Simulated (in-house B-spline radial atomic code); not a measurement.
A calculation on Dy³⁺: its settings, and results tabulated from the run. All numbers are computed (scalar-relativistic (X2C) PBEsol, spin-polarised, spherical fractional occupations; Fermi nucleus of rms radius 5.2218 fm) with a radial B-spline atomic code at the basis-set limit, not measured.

Command:
```bash
python run_scf.py task.json out
```
Settings (nuclear radius in fm, mass in u):
```
Z                66
configuration    [Xe] 4f9
hamiltonian      x2c
method           pbesol
spin_polarised   True
nucleus          fermi
rms_radius       5.2218
atomic_mass      163.92918
speed_of_light   137.035999084
```

Output (hartree, bohr):
```
 radial grid: 72 intervals, B-splines of order 8, outer radius 39.1892 bohr

 iter        energy (Eh)    residual
    1      -12100.482257    8.16e-01
    2      -12112.623486    1.35e+00
    3      -12149.579783    2.85e-01
    4      -12150.763725    8.96e-02
    5      -12150.915285    5.32e-02
    6      -12150.944713    1.63e-02
    7      -12150.954513    2.82e-03
    8      -12150.954650    1.33e-04
    9      -12150.954650    8.04e-06
   10      -12150.954650    3.74e-07

 total energy                    -12150.95465
 kinetic                           13333.4687
 electron-nucleus                 -29904.6762
 Hartree                            4681.9925
 exchange-correlation               -261.7397

 orbital      occ     eigenvalue          <r>       <r^2>       <1/r>       r_max
 1s up      1.000     -1966.7461    0.0203915 0.000576993     80.2933     0.01251
 1s down    1.000     -1966.7461    0.0203915 0.000576993     80.2933     0.01251
 2s up      1.000      -328.5082    0.0891089  0.00944117     18.5749     0.07593
 2s down    1.000      -328.5059    0.0891074  0.00944079     18.5752     0.07593
 2p up      3.000      -292.2864    0.0790106  0.00763784     16.2506     0.06121
 2p down    3.000      -292.2848    0.0790091  0.00763749     16.2508     0.06121
 3s up      1.000       -74.1077     0.234329   0.0628875     6.67297      0.2157
 3s down    1.000       -74.0303     0.234184   0.0628088     6.67825      0.2157
 3p up      3.000       -62.9343     0.233011   0.0630324     6.03645      0.2117
 3p down    3.000       -62.8575     0.232836   0.0629366     6.04145      0.2116
 3d up      5.000       -48.2437     0.212259   0.0529315      5.6682      0.1729
 3d down    5.000       -48.1845     0.212049   0.0528189     5.67278      0.1728
 4s up      1.000       -15.6765     0.529724    0.317013      2.7674      0.4945
 4s down    1.000       -15.5104     0.529816     0.31713     2.76608      0.4945
 4p up      3.000       -11.9781     0.560459    0.357567     2.48784      0.5158
 4p down    3.000       -11.8141     0.560682    0.357892     2.48619      0.5157
 4d up      5.000        -6.8683     0.607957    0.428976     2.18273      0.5346
 4d down    5.000        -6.7070     0.608892    0.430546     2.17945      0.5345
 5s up      1.000        -2.9069      1.26956     1.81007     1.05925       1.144
 5s down    1.000        -2.8276      1.28363     1.85083     1.04459       1.153
 5p up      3.000        -1.9980      1.46803     2.43553    0.892164       1.293
 5p down    3.000        -1.9398      1.48926      2.5069    0.876606       1.307
 4f up      7.000        -1.3355     0.796299    0.817226     1.63197      0.5334
 4f down    2.000        -1.1914     0.822351    0.885231     1.60163      0.5356
```


One-electron X2C: radii and densities carry no picture-change correction, so inner-shell <1/r> comes out high (for 1s by about 2 % at Z = 33, 5 % at 54, 10 % at 75, 30 % at 118) and <r> low.
